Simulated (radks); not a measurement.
Zr, configuration [Kr] 4d2 5s1 6s1 (not the ground configuration).

Calculated with a radial shooting solver on a logarithmic mesh with Libxc functionals: scalar-relativistic Kohn-Sham, BLYP, spin-unpolarised, spherical densities, finite nucleus; Fermi nuclear charge, rms radius 4.2694 fm.

Energy parts (hartree):
part                       energy
total                 -3598.82123
kinetic                3700.46320
electron-nucleus      -8659.95082
Hartree                1474.96625
exchange-correlation   -114.29986

Orbitals (lengths in bohr, moments of r in powers of bohr):
| orbital | occ. | eigenvalue (hartree) | <r> |
|---|---|---|---|
| 1s | 2 | -655.3023 | 0.03707 |
| 2s | 2 | -90.90375 | 0.1626 |
| 2p | 6 | -81.08984 | 0.1417 |
| 3s | 2 | -14.98847 | 0.4586 |
| 3p | 6 | -11.79224 | 0.4623 |
| 3d | 10 | -6.54291 | 0.4526 |
| 4s | 2 | -2.12411 | 1.212 |
| 4p | 6 | -1.31329 | 1.368 |
| 4d | 2 | -0.24534 | 2.165 |
| 5s | 1 | -0.25186 | 3.469 |
| 6s | 1 | -0.04394 | 9.517 |

The highest occupied level is 6s at -1.196 eV. The density falls to 0.001 e/bohr^3 at r = 4.51 bohr. The electron density at the nucleus is 7.613e+04 e/bohr^3 (large components only). Summed over all electrons, <r^2> = 146.9 bohr^2, which gives a Langevin (diamagnetic) susceptibility term of -116 x 10^-6 cm^3/mol.
